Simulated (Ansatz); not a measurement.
C3H6AlNO, SMILES [N](=C=O)[Al]([CH3])[CH3]. Atoms are numbered in the order given.

```xyz
12

Al    -0.7432     0.3196    -0.3515
C     -2.2639    -0.8924    -0.4158
H     -2.0175    -1.8104    -0.9780
H     -3.1600    -0.4491    -0.8791
H     -2.5458    -1.2283     0.5978
C     -0.6817     2.1595    -0.9813
H      0.0673     2.2770    -1.7846
H     -0.3678     2.8465    -0.1760
H     -1.6456     2.5225    -1.3729
N      0.7692    -0.3313     0.3654
C      1.7839    -0.7670     0.8464
O      2.7742    -1.1922     1.3159
```
Charge 0, spin multiplicity 1.

The structure is a stationary point at r2SCAN-D4/def2-SVP. The structure was generated by enumeration; whether it is a known compound was not checked. One conformer was computed; it need not be the lowest.

Two levels are set side by side: PBE-D3(BJ)/def2-SVP (Ansatz, an electronic-structure program) and r2SCAN-D4/def2-SVP (Ansatz). Each level has its own optimised geometry; the coordinates shown are those of the second. Differences are taken from unrounded values.

| quantity | r2SCAN-D4 |
|---|---|
| mean bond length (Å) | 1.335 |
| bond Al1–C2 (Å) | 1.946 |
| bond Al1–C6 (Å) | 1.946 |
| bond Al1–N10 (Å) | 1.796 |
| bond N10–C11 (Å) | 1.205 |
| bond C11–O12 (Å) | 1.176 |
| bond C2–H3 (Å) | 1.104 |
| bond C2–H4 (Å) | 1.102 |
| bond C2–H5 (Å) | 1.104 |
| bond C6–H7 (Å) | 1.105 |
| bond C6–H8 (Å) | 1.104 |
| bond C6–H9 (Å) | 1.102 |

**Question.** What does PBE-D3(BJ) give, and how far is it from r2SCAN-D4? (An estimate is asked for; the answer gives what the named calculation found.)

**Answer.** 
| quantity | PBE-D3(BJ) | PBE-D3(BJ) minus r2SCAN-D4 |
|---|---|---|
| mean bond length (Å) | 1.343 | 0.008 |
| bond Al1–C2 (Å) | 1.957 | 0.011 |
| bond Al1–C6 (Å) | 1.957 | 0.011 |
| bond Al1–N10 (Å) | 1.805 | 0.009 |
| bond N10–C11 (Å) | 1.213 | 0.008 |
| bond C11–O12 (Å) | 1.185 | 0.009 |
| bond C2–H3 (Å) | 1.111 | 0.007 |
| bond C2–H4 (Å) | 1.109 | 0.007 |
| bond C2–H5 (Å) | 1.111 | 0.007 |
| bond C6–H7 (Å) | 1.111 | 0.007 |
| bond C6–H8 (Å) | 1.111 | 0.007 |
| bond C6–H9 (Å) | 1.109 | 0.007 |

Here PBE gives about what the other level gives.
